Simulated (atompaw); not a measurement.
**Before and after: PAW (atompaw) potential for germanium (Ge)**

- Element: germanium
- Generator: atompaw 4.2.0.5
- Type: PAW
- Functional: PBE
- Relativity: scalar-relativistic
- Frozen core: [Ar]
- Valence charge: 14
- Reference configuration: 3d10 4s1.75 4p2.25
- Partial waves: 4s (bound); 4s channel at 1.3 Ry; 4p (bound); 4p channel at 0.6 Ry; 3d (bound); 3d channel at 1.7 Ry
- Local potential: vpsmatchnc scheme with l = 3 at 1 Ry, radius 1.80 bohr
- Core correction: smooth core density matched at 2.35 bohr
- Augmentation charge: besselshape compensation charge, radius 2.25 bohr; PAW radius 2.40 bohr; waves and projectors: bloechl

Change: waves 4s (bound): rc 2.40 bohr; 4s channel at 1.3 Ry: rc 2.40 bohr; 4p (bound): rc 2.40 bohr; 4p channel at 0.6 Ry: rc 2.40 bohr; 3d (bound): rc 0.75 bohr; 3d channel at 1.7 Ry: rc 0.75 bohr; augmentation besselshape compensation charge, radius 2.25 bohr; PAW radius 2.40 bohr; waves and projectors: custom rrkj vanderbiltortho.

Cutoffs: the cutoffs (Ry, on a coarse ladder) from which the occupation-weighted sum of valence levels, in a spherical-Bessel basis at the reference potential, stays within 10 and 1 mRy of its value at 400 Ry; they do not see the model core or the augmentation charge, which bear on the density cutoff.

What does the change do?

Both files keep a bound ghost (s); the range in which the s phases agree widens (upper end 3.6 → at the end of the scan); the range in which the p phases agree widens (upper end 0.1 → 3.7).

| quantity | base | changed |
| --- | --- | --- |
| cutoff, loose | 80 Ry | 300 Ry |
| cutoff, tight | 100 Ry | over 300 Ry |
| loose cutoff by channel (10 mRy a level) | s 55 Ry, p 6 Ry, d 55 Ry | s 6 Ry, p 6 Ry, d 180 Ry |
| bound ghosts | s | s |
| s: phases at 2.41 bohr within 0.05 rad from the reference energy up to (Ry; the scan ends near 5) | 3.6 | to the end of the scan |
| p: phases at 2.41 bohr within 0.05 rad from the reference energy up to (Ry; the scan ends near 5) | 0.1 | 3.7 |
| d: phases at 2.41 bohr within 0.05 rad from the reference energy up to (Ry; the scan ends near 5) | to the end of the scan | to the end of the scan |
| lowest overlap eigenvalue by channel | s 0.05, p 0.01, d 1.00 | s 0.18, p 0.50, d 0.98 |

 A true bound ghost makes a file unfit for plane-wave use even where its test errors are small: the radial tests pick states by their node count and pass the ghost by. The cutoffs see the waves, projectors and local potential, not the compensation charge or the core.
